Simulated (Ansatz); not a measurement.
The lowest singlet and triplet of C3H2 (SMILES [CH]C#C); geometries from B3LYP-D3(BJ)/def2-TZVP, each state relaxed from the structure named, with no frequency check, low spin by broken symmetry.
Singlet (charge 0, multiplicity 1):
```xyz
5

C      0.000     0.000    -1.265
C      0.000     0.000     0.000
C      0.000     0.000     1.265
H      0.000     0.000    -2.326
H      0.000     0.000     2.326
```

| level | gap E(singlet) − E(triplet), vertical, at the singlet's geometry (kcal/mol) | cost |
|---|---|---|
| R-HF/cc-pVDZ | 51.30 | - |
| R-HF/cc-pVQZ | 50.04 | - |
| R-SVWN5/def2-TZVPP | 23.57 | ×0.7 |
| U-SVWN5/def2-TZVPP (spin-contaminated) | 8.88 | ×1 |
| U-PBE/def2-TZVPP (spin-contaminated) | 7.56 | ×3 |
| U-r2SCAN/def2-TZVPP (spin-contaminated) | 7.15 | ×4 |
| R-PBE0/def2-TZVPP | 29.93 | ×0.7 |
| R-BHLYP/def2-TZVPP | 29.74 | ×1 |
| R-wB97X-V/def2-TZVPP | 25.53 | ×2 |
| U-wB97X-V/def2-TZVPP (spin-contaminated) | 8.95 | ×4 |
| R-B2PLYP/def2-TZVPP | 23.66 | ×1 |
| R-MP2/cc-pVQZ | 14.20 | - |
| R-SCS-MP2/cc-pVTZ | 11.33 | - |
| R-CCSD/cc-pVTZ | 29.15 | - |
| SA-CASSCF(6,6)/cc-pVDZ | 23.32 | - |
| SC-NEVPT2 on SA-CASSCF(6,6)/cc-pVDZ | 21.99 | - |
| SC-NEVPT2 on SA-CASSCF(6,6)/cc-pVTZ | 19.71 | - |
| SC-NEVPT2 on SA-CASSCF(6,6)/cc-pVQZ | 18.93 | - |
| FIC-NEVPT4(SD) on SA-CASSCF(6,6)/cc-pVDZ | 22.94 | - |
| FIC-MRCISD+Q on SA-CASSCF(6,6)/cc-pVTZ | 20.18 | - |

The rows run from 7.15 (U-r2SCAN/def2-TZVPP (spin-contaminated)) to 51.30 kcal/mol (R-HF/cc-pVDZ). The 5 R-functionals in def2-TZVPP without D3 or D4 span 6.36, from R-SVWN5 to R-PBE0.

A positive gap puts the triplet lower; no zero-point energy. R- takes a restricted singlet, here one determinant of a half-filled degenerate or near-degenerate pair, which mixes singlet states. U- takes an unrestricted singlet (broken symmetry where lower, unprojected). The triplet is unrestricted in single-reference levels. Active spaces average the two states.

Correlated levels freeze the cores.

Doubts at one or more of the structures used: a restricted determinant that unrestricted orbitals would lower (R-HF/cc-pVDZ, R-HF/cc-pVQZ, R-SVWN5/def2-TZVPP, R-PBE0/def2-TZVPP, R-BHLYP/def2-TZVPP, R-wB97X-V/def2-TZVPP, R-B2PLYP/def2-TZVPP, R-MP2/cc-pVQZ, R-SCS-MP2/cc-pVTZ, R-CCSD/cc-pVTZ); a spin-contaminated determinant (R-HF/cc-pVDZ, R-HF/cc-pVQZ, R-MP2/cc-pVQZ, R-SCS-MP2/cc-pVTZ, R-CCSD/cc-pVTZ).

Run with Ansatz (Gaussian orbitals). Values without a source in brackets are computed.

Costs are rough ratios of core time to R-PBE/def2-TZVPP (about 4 s over the structures, on one shared machine); a dash marks a level with no comparable run of its own.

Ansatz is a quantum-chemistry and plane-wave program.
